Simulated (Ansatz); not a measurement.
# A ladder of methods for InH2F (SMILES [F][InH2])

InH2F has 4 atoms, charge 0, and is taken as a singlet. As SMILES, `[F][InH2]`. The coordinates come from a PBE0-D4/def2-TZVP relaxation.

```jsonl
{"atom": "F", "x (Å)": "-1.6318", "y (Å)": "-0.6294", "z (Å)": "0.1886"}
{"atom": "In", "x (Å)": "0.1944", "y (Å)": "0.0523", "z (Å)": "-0.0263"}
{"atom": "H", "x (Å)": "1.3043", "y (Å)": "-0.9651", "z (Å)": "0.7679"}
{"atom": "H", "x (Å)": "0.1886", "y (Å)": "1.4819", "z (Å)": "-0.9504"}
```

Each level gives the energy change with the F1–In2 bond stretched from 1.961 to 3.922 Å (eV). The values are calculated.

```
                        level                    kind  program  value (eV)
       HF/STO-3G (restricted)            Hartree–Fock   Ansatz        8.86
    SVWN5/STO-3G (restricted)                     LDA   Ansatz        6.79
   revPBE/STO-3G (restricted)                     GGA   Ansatz        6.26
   r2SCAN/STO-3G (restricted)                meta-GGA   Ansatz        6.71
    B3LYP/STO-3G (restricted)           global hybrid   Ansatz        6.94
     PBE0/STO-3G (restricted)           global hybrid   Ansatz        7.05
CAM-B3LYP/STO-3G (restricted)  range-separated hybrid   Ansatz        7.61
    wB97X/STO-3G (restricted)  range-separated hybrid   Ansatz        7.73
   B2PLYP/STO-3G (restricted)           double hybrid   Ansatz        5.89
 CCSDT(Q)/STO-3G (restricted)   coupled cluster or CI   Ansatz        4.03
```

All-electron rows without a relativistic Hamiltonian named are non-relativistic. The first shape isn't each level's own minimum. The values span 4.03 to 8.86 eV. All rows use very small basis sets, so none should be taken for the real molecule's value. In the correlated wave-function rows the outer d shell of In is correlated, in sets not made for it.
